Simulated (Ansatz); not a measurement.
The inner images of a band of BCl2F + H2 (6 atoms, charge 0, multiplicity 1) are given out of order.

The calculation used RKS B3LYP-D4/cc-pVDZ (Ansatz).

Initial state:

```xyz
6
Properties=species:S:1:pos:R:3
B -0.004 0.516 -0.087
F -0.004 0.780 1.211
Cl 1.529 0.386 -0.934
Cl -1.536 0.315 -0.920
H 0.063 -2.465 0.840
H 0.064 -2.058 1.484
```

Final state:

```xyz
6
Properties=species:S:1:pos:R:3
B 0.015 -0.484 -0.543
F 0.018 -0.087 1.907
Cl 1.523 0.351 -0.895
Cl -1.530 0.288 -0.881
H 0.040 -1.639 -0.232
H 0.046 -0.956 2.239
```

Put them in order from the first end to the last, with their energies above the first end.
A.
```xyz
6
Properties=species:S:1:pos:R:3
B 0.006 0.224 0.071
F 0.005 0.525 1.368
Cl 1.538 0.148 -0.793
Cl -1.529 0.091 -0.780
H 0.047 -1.917 0.520
H 0.045 -1.598 1.209
```
B.
```xyz
6
Properties=species:S:1:pos:R:3
B 0.015 -0.450 -0.348
F 0.021 -0.048 1.834
Cl 1.536 0.291 -0.826
Cl -1.538 0.233 -0.808
H 0.039 -1.581 0.074
H 0.037 -0.971 1.668
```
C.
```xyz
6
Properties=species:S:1:pos:R:3
B 0.013 -0.043 0.115
F 0.019 0.310 1.457
Cl 1.540 0.132 -0.779
Cl -1.531 0.095 -0.756
H 0.035 -1.690 0.425
H 0.036 -1.330 1.131
```
D.
```xyz
6
Properties=species:S:1:pos:R:3
B 0.014 -0.288 -0.016
F 0.021 0.062 1.570
Cl 1.547 0.197 -0.772
Cl -1.546 0.145 -0.748
H 0.038 -1.579 0.319
H 0.037 -1.063 1.242
```
E.
```xyz
6
Properties=species:S:1:pos:R:3
B -0.001 0.391 -0.007
F -0.002 0.700 1.282
Cl 1.532 0.240 -0.848
Cl -1.533 0.176 -0.836
H 0.062 -2.189 0.663
H 0.053 -1.843 1.340
```

E (+0.03 eV), A (+0.22 eV), C (+0.93 eV), D (+2.04 eV), B (+1.31 eV).

The run took 4.9 min on 1 thread of Intel(R) Xeon(R) 6975P-C (Granite Rapids) (shared host), peak memory 0.16 GiB.
